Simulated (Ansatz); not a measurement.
## A relaxation, step by step

SiH5Br, closed shell, PBE0-D4/def2-SVPD (Ansatz 0.2.0). Settings:

```yaml
hamiltonian: {xc: pbe0, dispersion: d4}
relax: {f_tol: 0.03, max_steps: 60, escape_saddle: false}
```

Start, the saddle point found with PBE0-D4 in triple zeta (not stationary at another level):

```
atom    x (Å)    y (Å)    z (Å)
 Si1  -0.4737  -0.2617   0.1448
 Br2   1.3464   0.1143  -1.7786
  H3  -1.4430   0.3156  -0.8003
  H4  -1.0618  -0.0468   1.5057
  H5  -0.0662  -1.6759   0.1116
  H6   1.0326   0.7205   0.0082
  H7   0.6656   0.8340   0.8086
```

```csv
step,energy less the last (meV),largest force component (eV/Å)
1,1503.7,0.138
2,1493.8,0.246
3,1473.7,0.662
4,1408.3,1.469
5,1353.6,1.756
6,1108.3,2.000
7,605.7,1.477
8,239.9,1.258
9 (rejected trial),325.8,1.426
10,77.0,0.227
11,39.8,0.105
12,13.2,0.134
13,1.3,0.023
14,0.4,0.018
15,0.0,0.014
```

Step 2, positions (Å) and forces (eV/Å):

| atom | x | y | z | Fx | Fy | Fz |
| --- | --- | --- | --- | --- | --- | --- |
| Si1 | -0.486 | -0.265 | 0.156 | -0.085 | 0.031 | 0.196 |
| Br2 | 1.377 | 0.126 | -1.800 | 0.011 | 0.048 | 0.088 |
| H3 | -1.451 | 0.317 | -0.799 | 0.032 | 0.023 | -0.048 |
| H4 | -1.075 | -0.047 | 1.523 | -0.024 | -0.011 | 0.013 |
| H5 | -0.068 | -1.682 | 0.116 | 0.051 | -0.001 | -0.035 |
| H6 | 1.036 | 0.717 | -0.003 | 0.090 | -0.051 | -0.246 |
| H7 | 0.667 | 0.834 | 0.806 | -0.075 | -0.039 | 0.032 |

Step 3, positions (Å) and forces (eV/Å):

```
atom       x       y       z      Fx      Fy      Fz
 Si1  -0.515  -0.266   0.199  -0.008   0.160   0.338
 Br2   1.407   0.131  -1.836   0.003   0.176   0.380
  H3  -1.432   0.338  -0.805   0.163  -0.064   0.135
  H4  -1.131  -0.064   1.568   0.044  -0.060  -0.189
  H5  -0.040  -1.673   0.115  -0.033   0.216   0.009
  H6   1.039   0.703  -0.035   0.129  -0.214  -0.662
  H7   0.673   0.832   0.794  -0.299  -0.215  -0.010
```

Step 13, positions (Å) and forces (eV/Å):

```json
{"atom": "Si1", "x": "-0.737", "y": "-0.224", "z": "0.619", "Fx": "-0.009", "Fy": "0.007", "Fz": "0.012"}
{"atom": "Br2", "x": "1.979", "y": "0.358", "z": "-2.226", "Fx": "0.011", "Fy": "0.005", "Fz": "-0.001"}
{"atom": "H3", "x": "-1.540", "y": "0.281", "z": "-0.530", "Fx": "0.003", "Fy": "-0.002", "Fz": "-0.003"}
{"atom": "H4", "x": "-1.570", "y": "-0.239", "z": "1.856", "Fx": "0.007", "Fy": "0.008", "Fz": "0.008"}
{"atom": "H5", "x": "-0.231", "y": "-1.595", "z": "0.330", "Fx": "0.004", "Fy": "-0.002", "Fz": "-0.006"}
{"atom": "H6", "x": "1.668", "y": "0.729", "z": "-0.884", "Fx": "0.006", "Fy": "-0.001", "Fz": "-0.017"}
{"atom": "H7", "x": "0.430", "y": "0.690", "z": "0.834", "Fx": "-0.023", "Fy": "-0.016", "Fz": "0.007"}
```

Last step (15):

```xyz
7
angstrom
Si -0.7603 -0.2330 0.6347
Br 2.0354 0.3784 -2.2640
H -1.5712 0.2662 -0.5111
H -1.5796 -0.2341 1.8805
H -0.2636 -1.6078 0.3477
H 1.7281 0.7548 -0.9234
H 0.4113 0.6757 0.8355
```

The run took about 16 s on 2 CPU threads (shared host).
